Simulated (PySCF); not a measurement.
Predicted spectroscopic data

- geometry from GFN2-xTB
- shielding tensors at PBE0/pcSseg-1 (GIAO)
- program: PySCF 2.14.0 with density-fitted response routines
- one computed conformer, gas phase, relativity neglected, averaged over atoms made equivalent by symmetry, fast rotation or ring inversion

References, each an isolated molecule treated in the same way: 1H (σ = 31.72 ppm), 13C (σ = 186.93 ppm) against TMS. Splittings of carbon signals by F and P are missing where no couplings were computed. Where no couplings were computed, multiplicities follow the n + 1 count of equivalent neighbours, and m marks all less simple cases (inequivalent or close neighbours, rings, F or P nearby). Shifts are as computed. Against solution values, carbons near 30 ppm lie about +3 ppm off and those near 130 ppm about +5 ppm. Of 1309 compounds with measured shifts, 239 miss one by over three times the rms of a fit or turn the order of signals round; such compounds aren't used in these exercises. OH and NH positions are gas-phase values without hydrogen bonding to other molecules.

**1.** `O=CC#CC#C[SiH2]O`, C5H4O2Si. 1H NMR (600 MHz, computed): δ 9.57 (s, 1H), 5.13 (s, 2H), 1.36 (br s, 1H). 13C{1H} NMR (computed): δ 181.0 (CH), 105.8 (C), 95.4 (C), 88.8 (C), 76.8 (C).

**2.** SMILES C=NC1=C[SiH2]OC(=O)C1, C5H7NO2Si. 1H NMR (600 MHz, computed): δ 7.64 (d, 1H), 7.08 (d, 1H), 5.47 (m, 2H), 4.50 (t, 1H), 3.27 (s, 2H). 13C{1H} NMR (computed): δ 170.7, 168.8, 151.4, 94.1, 43.8.

**3.** `InChI=1S/C5H7NO2Si/c1-8-5(4-6)9-3-2-7/h3,5H,9H2,1H3/t5-/m1/s1`. 1H NMR (600 MHz, computed): δ 4.88 (m, 1H), 4.73 (m, 1H), 3.67 (s, 3H), 3.65 (m, 1H), 1.52 (m, 1H). 13C{1H} NMR (computed): δ 182.3 (C), 121.2 (C), 61.9 (CH3), 59.4 (CH), -6.8 (CH).

**4.** SMILES N#C/C([SiH3])=C(/C[SiH3])[SiH2]F, C4H10FNSi3. 1H NMR (600 MHz, computed): δ 5.50 (m, 2H), 4.35 (s, 3H), 4.05 (t, 3H), 2.50 (q, 2H). 13C{1H} NMR (computed): δ 191.9 (C), 123.8 (C), 115.9 (C), 26.5 (CH2).
